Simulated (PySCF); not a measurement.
Atomic charges against the basis set

C3H7ClOSi.
Cartesian coordinates in Å at the PBE0-D3(BJ)/def2-SVP level; atoms count from 1:
```xyz
13
C3H7ClOSi angstrom
Cl     2.3047    2.7187   -4.3894
Si     2.8906    2.0248   -2.5236
O      1.8583    0.8566   -1.9905
C      0.5608    1.0052   -1.5086
C     -0.2598    2.2267   -1.7896
C     -0.5900    0.9133   -2.4521
H      2.9171    3.2044   -1.6177
H      4.2123    1.3744   -2.6715
H      0.4487    0.5385   -0.5242
H      0.1657    3.0057   -2.4290
H     -0.9097    2.6045   -0.9960
H     -1.4834    0.3657   -2.1412
H     -0.3371    0.8235   -3.5119
```

PBE0 throughout (PySCF), one geometry, spherical d and f functions. The structure is a single PBE0-D3(BJ)/def2-SVP conformer in the gas phase; no vibrational or solvent corrections. Atoms taken as equivalent share a column and are averaged. The first 7 of 9 kinds of atom are listed.

Mulliken charges (e):

```csv
basis,functions,Cl1,Si2,O3,C4,C5/C6,H7/H8,H9
STO-3G,45,-0.372,+0.798,-0.353,+0.011,-0.187,-0.092,+0.093
6-31G,76,-0.329,+0.893,-0.728,+0.102,-0.369,-0.092,+0.193
pcSseg-0,76,-0.410,+0.970,-0.834,+0.035,-0.496,-0.047,+0.261
6-31G*,106,-0.298,+0.682,-0.567,+0.119,-0.402,-0.061,+0.185
cc-pVDZ,127,-0.246,+0.516,-0.397,+0.099,-0.088,-0.039,+0.038
def2-SVP,127,-0.285,+0.663,-0.462,+0.112,-0.122,-0.067,+0.058
aug-cc-pVDZ,209,-0.429,+0.265,-0.975,+1.272,+0.801,+0.325,-0.504
"6-311+G(2d,p)",220,-0.247,+0.763,-0.639,+0.056,-0.225,-0.043,+0.109
def2-TZVP,240,-0.257,+0.432,-0.315,+0.038,-0.251,-0.016,+0.110
cc-pVTZ,286,-0.239,+0.384,-0.297,+0.084,-0.233,-0.018,+0.109
IGLO-III,298,-0.399,+1.078,-0.491,+0.086,-0.233,-0.161,+0.094
pcSseg-2,328,-0.305,+0.824,-0.552,+0.119,-0.117,-0.111,+0.066
```

IAO charges (e):

| basis | functions | Cl1 | Si2 | O3 | C4 | C5/C6 | H7/H8 | H9 |
| --- | --- | --- | --- | --- | --- | --- | --- | --- |
| STO-3G | 45 | -0.319 | +0.846 | -0.438 | -0.021 | -0.287 | -0.101 | +0.136 |
| 6-31G | 76 | -0.313 | +0.827 | -0.568 | +0.046 | -0.316 | -0.080 | +0.159 |
| pcSseg-0 | 76 | -0.312 | +0.838 | -0.563 | +0.042 | -0.318 | -0.084 | +0.158 |
| 6-31G* | 106 | -0.338 | +0.978 | -0.609 | +0.072 | -0.306 | -0.124 | +0.146 |
| cc-pVDZ | 127 | -0.336 | +0.971 | -0.605 | +0.073 | -0.309 | -0.123 | +0.146 |
| def2-SVP | 127 | -0.329 | +0.986 | -0.606 | +0.074 | -0.300 | -0.132 | +0.142 |
| aug-cc-pVDZ | 209 | -0.340 | +0.980 | -0.614 | +0.071 | -0.318 | -0.122 | +0.151 |
| 6-311+G(2d,p) | 220 | -0.342 | +1.008 | -0.624 | +0.070 | -0.318 | -0.131 | +0.152 |
| def2-TZVP | 240 | -0.344 | +1.024 | -0.627 | +0.073 | -0.318 | -0.136 | +0.150 |
| cc-pVTZ | 286 | -0.343 | +1.011 | -0.622 | +0.072 | -0.319 | -0.131 | +0.150 |
| IGLO-III | 298 | -0.340 | +1.016 | -0.627 | +0.071 | -0.319 | -0.134 | +0.151 |
| pcSseg-2 | 328 | -0.343 | +1.020 | -0.627 | +0.072 | -0.318 | -0.135 | +0.151 |

Some averages cover members that differ in this geometry, most widely: C5/C6, Mulliken in pcSseg-2 -0.159 to -0.075; C5/C6, Mulliken in def2-SVP -0.155 to -0.089; C5/C6, Mulliken in cc-pVDZ -0.117 to -0.059; C5/C6, Mulliken in 6-31G -0.392 to -0.345 e.

Which scheme is steadiest as the basis changes?

Largest range over the bases for any column: IAO 0.20 e, Mulliken 1.30 e. IAO charges move least and Mulliken charges most, counted in e. Without the minimal STO-3G basis the ranges are IAO 0.20, Mulliken 1.30 e.

How much do the charges still move between the two largest bases, IGLO-III and pcSseg-2?

At most, over all atoms: Mulliken 0.254 e, IAO 0.004 e.

What do the same runs give for the total energy, the frontier levels and the dipole moment?

| basis | energy (Eh) | HOMO (eV) | LUMO (eV) | μ (D) |
| --- | --- | --- | --- | --- |
| STO-3G | -932.2037 | -4.87 | 4.68 | 2.66 |
| 6-31G | -942.8207 | -7.68 | 0.40 | 2.43 |
| pcSseg-0 | -941.6505 | -7.95 | 0.59 | 2.43 |
| 6-31G* | -942.9519 | -7.63 | 0.70 | 1.94 |
| cc-pVDZ | -943.0020 | -7.66 | 0.81 | 1.69 |
| def2-SVP | -942.6196 | -7.75 | 0.96 | 1.61 |
| aug-cc-pVDZ | -943.0200 | -7.76 | -0.08 | 1.67 |
| 6-311+G(2d,p) | -943.0754 | -7.81 | 0.03 | 1.67 |
| def2-TZVP | -943.0990 | -7.78 | 0.46 | 1.60 |
| cc-pVTZ | -943.1000 | -7.76 | 0.54 | 1.63 |
| IGLO-III | -943.0950 | -7.77 | 0.52 | 1.48 |
| pcSseg-2 | -943.1141 | -7.82 | 0.26 | 1.72 |

The dipole is fixed by the density alone, so its range of 1.18 D shows that the density itself changes with the basis, not only its division among atoms.
